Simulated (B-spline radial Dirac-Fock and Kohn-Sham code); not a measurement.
Binding energies of P⁺ at several levels of theory

System: the P⁺ ion, [Ne] 3s2 3p2.

The density-functional columns are spherical, spin-unpolarised Dirac-Kohn-Sham results without Breit or QED terms: −ε is minus the orbital energy of the initial state and ΔSCF the difference of two total energies. The reference in the last column comes from Dirac-Fock energy differences between relaxed states, corrected for Breit and QED terms. All numbers are from an atomic code on a B-spline grid, in eV; a selection of levels is shown. The Kohn-Sham columns are given as differences from the reference.

| level | PBE −ε − DF | PBE ΔSCF − DF | LDA −ε − DF | LDA ΔSCF − DF | Dirac-Fock |
| --- | --- | --- | --- | --- | --- |
| K (1s) | -70.5 | +13.7 | -78.6 | +5.3 | 2165.3 |
| L1 (2s) | -25.5 | -9.3 | -26.3 | -10.1 | 210.1 |
| L2 (2p1/2) | -15.4 | +2.1 | -15.4 | +2.1 | 151.2 |
| L3 (2p3/2) | -15.5 | +1.9 | -15.5 | +1.9 | 150.3 |
| M1 (3s) | -4.3 | +1.2 | -4.3 | +1.3 | 27.63 |
| M2,3 (3p) | -4.2 | +0.7 | -4.2 | +0.8 | 18.46 |

For the outermost level NIST gives 19.76949 eV (semi-empirical); the differences from it are PBE −ε -5.56, PBE ΔSCF -0.62, LDA −ε -5.47, LDA ΔSCF -0.52, Dirac-Fock -1.31 eV. The computed values are configuration averages and the table refers to the lowest terms.
